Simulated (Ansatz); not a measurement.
Species: BeF, net charge 0, doublet state. 
Structure (B3LYP-D3(BJ)/def2-TZVP (Ansatz, an electronic-structure program) minimum search):
```xyz
2

Be     0.0000     0.0000    -0.9505
F      0.0000     0.0000     0.4225
```
Charge 0, spin multiplicity 2.

Basis-set convergence of Hartree-Fock and MP2 correlation energies (hartree) with Ansatz. Valence correlation only, unless marked. Open shells are spin-unrestricted. No spin-orbit coupling. Non-relativistic.

| basis | functions | E(HF) | E(corr, MP2) |
|---|---|---|---|
| def2-SVPD | 35 | -114.01848 | -0.21704 |
| def2-TZVPPD | 62 | -114.16069 | -0.27767 |
| def2-QZVPPD | 102 | -114.17067 | -0.30409 |

Extrapolating the two largest sets (X = 3 and 4) as X^-3: E(corr) = (64·(-0.30409) - 27·(-0.27767))/37 = -0.3234 Eh, an estimate of the basis-set limit. The largest set recovers 94.0 % of it, the smallest 67.1 %.
